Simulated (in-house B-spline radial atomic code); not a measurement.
Orbital energies and mean radii along the 49-electron series, configuration 1s2 2s2 2p6 3s2 3p6 3d10 4s2 4p6 4d10 4f5/2(1) 5s2. The effective charge is n√(-2ε), a non-relativistic measure. Computed with a B-spline radial code for spherical atoms: Dirac-Hartree-Fock, jj configuration that fills j = l - 1/2 first, finite nuclei.

```csv
ion,Z,energy of 4d3/2 (Eh),mean radius of 4d3/2 (bohr),energy of 5s1/2 (Eh),mean radius of 5s1/2 (bohr),energy of 4p1/2 (Eh),mean radius of 4p1/2 (bohr),effective charge of 4d3/2
Nd11+,60,-11.841,0.67535,-7.367,1.2669,-16.938,0.61566,19.466
Pm12+,61,-13.261,0.65192,-8.3036,1.2157,-18.614,0.59755,20.6
Sm13+,62,-14.75,0.63016,-9.2876,1.1689,-20.366,0.5804,21.725
```
